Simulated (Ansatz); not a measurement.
Harmonic frequencies (cm⁻¹) at PBE0-D4/def2-TZVP from Ansatz: 104, 105, 125, 134, 152, 177, 328, 371, 430, 444, 539, 664, 1617, 3766, 3863.

Each molecule was computed in one conformer, which needn't be the lowest.

Which molecule is it?
A. `[SH2+][GaH3-]`
B. `[NH3+][GaH3-]`
C. `[OH2+][Ga-]([Cl])([Cl])[Cl]`
D. `[F][Ga-]([F])([F])[SH2+]`

C.
